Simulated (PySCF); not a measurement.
# Ho (holmium, neutral) across methods

[Xe] 4f11 6s2, one real determinant. Calculation: PySCF 2.14, in ANO-RCC-VTZP; scalar relativity by spin-free X2C-1e.

```
method   E (hartree)  mean ε 4f β (eV)  mean ε 6s α (eV)  mean ε 6s β (eV)  Σ⟨r²⟩ (bohr²)   ⟨S²⟩
  PBE0     -12615.26            -4.613            -4.311            -4.226          77.39  3.753
   PBE     -12615.47            -2.062            -3.781            -3.691          76.55  3.753
   LDA     -12606.67            -2.085            -3.932            -3.843          75.34  3.753
   UHF  -12610.84152           -11.709            -5.201            -5.120          81.99  3.755
r2SCAN     -12615.62            -2.262            -3.884            -3.766          77.94  3.755
```

⟨L²⟩ = 34.01 against 42 for a pure I term, so this real determinant mixes terms. Spin-orbit coupling, absent here, splits the open shell strongly.
